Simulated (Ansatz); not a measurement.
The input (input.yaml):

```yaml
crystal:
  periodic: [false, false, false]
  atoms:
    - { symbol: Zr, position_ang: [0.0, 0.0, 0.0] }
    - { symbol: F, position_ang: [0.0, 0.0, 1.98] }
    - { symbol: Cl, position_ang: [2.3764, 0.0, -0.8392] }
    - { symbol: "N", position_ang: [-1.0409, 1.8034, -0.7359] }
    - { symbol: H, position_ang: [-2.061, 1.7482, -1.0186] }
    - { symbol: H, position_ang: [-0.5204, 2.7241, -0.8065] }
    - { symbol: Cl, position_ang: [-1.1869, -2.0563, -0.8392] }
basis:
  gaussian: { orbitals: def2-SVP }
hamiltonian:
  xc: b3lyp
relax:
  f_tol: 0.02
  max_steps: 40
output:
  orbitals: {}
```

Command:

```bash
$ ansatz run input.yaml --threads 2 --pin off --max-ram 3072MiB --backend cpu --events-out ev --progress --plain --runs-dir out
```

Hardware: 2 threads of Arm Neoverse V2 (shared host).

Roughly how long does this run take, and how much memory?

74 s, with a peak of 0.24 GiB, for 24 ionic steps.
